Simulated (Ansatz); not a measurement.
The first iterations of a band of CH$_{10}$Si$_{2}$Sn (14 atoms, charge 0, multiplicity 1).

The calculation used RKS PBE-D4/def2-SVP in Ansatz 0.2.0.

* movable images: 1
* climbing image: yes
* spring: 5.0 eV/Å²
* optimiser: quadratic models (default)
* start path: IDPP
* force threshold: 0.03 eV/Å
* iteration limit: 60
* end points: relaxed

Image 0:

```xyz
14
Properties=species:S:1:pos:R:3
C -0.822 1.603 -1.266
Sn -0.468 0.262 0.418
Si 1.972 0.504 1.248
Si -0.915 -2.185 -0.295
H -1.869 1.497 -1.610
H -0.645 2.649 -0.951
H -0.137 1.350 -2.097
H -1.558 0.699 1.697
H 2.236 -0.407 2.417
H 2.265 1.920 1.673
H 2.926 0.140 0.140
H -0.660 -3.135 0.845
H -0.002 -2.560 -1.434
H -2.338 -2.367 -0.757
```

Image 2:

```xyz
14
Properties=species:S:1:pos:R:3
C -1.430 1.518 -0.726
Sn -0.304 0.180 0.577
Si 2.223 0.732 0.467
Si -0.691 -2.281 -0.127
H -2.509 1.282 -0.654
H -1.264 2.567 -0.413
H -1.097 1.392 -1.773
H -0.869 0.410 2.203
H 3.004 -0.160 1.395
H 2.486 2.165 0.850
H 2.735 0.519 -0.934
H -2.150 -2.649 -0.048
H 0.085 -3.220 0.759
H -0.231 -2.485 -1.547
```

| iteration | highest image above the first end (eV) | largest band force component (eV/Å) |
| --- | --- | --- |
| 1 | 0.081 | 0.930 |
| 2 | 0.034 | 0.205 |

**Question.** Does the band converge within its limit, and where does its top end?

**Answer.** The forces met the threshold. It ended after 5 iterations with the highest image 0.020 eV above the first end. Another band between the same ends (7 images) ends at a top of the same energy, where a vibrational analysis finds 1 clearly imaginary mode. So few images can step over the top or miss a turn of the path.

Run time: 14 s on 2 threads of Intel(R) Xeon(R) Platinum 8559C (Emerald Rapids), with other jobs on the host, peak memory 0.19 GiB.
